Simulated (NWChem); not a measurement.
# CH5F2NSn; SMILES [CH3][Sn]([F])([NH2])[F]

```xyz
10

C     -0.7460     2.0037     0.0000
Sn    -0.0325     0.0088     0.0000
N     -1.3064    -1.5596     0.0000
F      1.1180    -0.2372    -1.5417
F      1.1180    -0.2372     1.5417
H     -1.8435     2.0018     0.0000
H     -0.3662     2.5065    -0.8990
H     -0.3662     2.5065     0.8990
H     -1.1516    -2.1452    -0.8208
H     -1.1516    -2.1452     0.8208
```
Atoms are numbered in this order, from 1.

Results from NWChem. Geometry: optimised at PBE0/def2-SVP. Not confirmed as a minimum by frequencies. def2 effective core potentials on Sn; no spin-orbit coupling. Level MN15/def2-SVP: energy and gradient on several grids; changes count from the extra-fine grid, which is no exact limit either.

```
grid     size of the energy change (μHa)  largest change of a gradient component (μHa/bohr)  time, medium = 1 (rough)
-------  -------------------------------  -------------------------------------------------  ------------------------
xcoarse                            40000                                               8000                   about 1
coarse                               700                                                800                   about 1
medium                              < 10                                                 90                   about 1
fine                                < 10                                               < 30                   about 1
xfine                               < 10                                               < 30                         2
```
